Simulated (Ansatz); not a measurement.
Input file for Ansatz (a quantum-chemistry and plane-wave program): U-PBE/def2-TZVPP on CH4Cd (SMILES [CH3][CdH]), a point of a bond scan (R = 3.870 Å). Elements past Kr take the def2 small-core potentials; no spin–orbit coupling.

Ansatz 0.2 input:
```yaml
crystal:
  periodic: [false, false, false]
  atoms:
    - {symbol: Cd, position_ang: [-0.28068773, -0.15103297, -0.04141861]}
    - {symbol: H, position_ang: [-3.65998097, -1.96936929, -0.54007110]}
    - {symbol: C, position_ang: [1.58135131, 0.85089642, 0.23334606]}
    - {symbol: H, position_ang: [2.03123692, 0.55928180, 1.18282066]}
    - {symbol: H, position_ang: [1.43288682, 1.93112443, 0.23532541]}
    - {symbol: H, position_ang: [2.27072534, 0.59541191, -0.57190501]}
basis:
  gaussian:
    orbitals: def2-TZVPP
hamiltonian:
  xc: {name: PBE}
magnetization: {spin_polarized: true, initial_magnetization: 0}
```

Output:

```
WARN ansatz: RAYON_NUM_THREADS=1 ignored (pool sized by the plan → 1); use --threads N
Functional definition: PBE
integrals: 0.04 GiB planned
798 factors; their error is unknown
mean field: 0.47 GiB planned
mean field evaluation 1: about -5645.1231 eV, gradient 5.3e1 eV
mean field evaluation 2: about -5577.0345 eV, gradient 1.0e2 eV
mean field evaluation 4: about -5650.0701 eV, gradient 3.6e1 eV
mean field evaluation 8: about -5660.4273 eV, gradient 9.8e0 eV
mean field evaluation 16: about -5662.2223 eV, gradient 3.5e-3 eV
mean field evaluation 32: about -5592.9556 eV, gradient 9.5e1 eV
mean field evaluation 64: about -5662.6075 eV, gradient 2.3e-1 eV
mean field evaluation 96: about -5662.0556 eV, gradient 3.3e0 eV
mean field -5662.60789694 eV, -208.0970019589 hartree, gradient 5.7e-5 eV, S^2 0.869622; 7 other end points of the search recorded, 0 dependent functions left out
reference -5662.60794075 eV, -208.0970035690 hartree; 15, 15 occupied and 128, 128 virtual orbitals, 798 factors
Total energy: -5662.60794075 eV, -208.0970035690 hartree
```

The calculation finished and met its thresholds. Its determinant has ⟨S²⟩ = 0.87, a mixture of spin states.

Cost: around 16 core-seconds (rough).
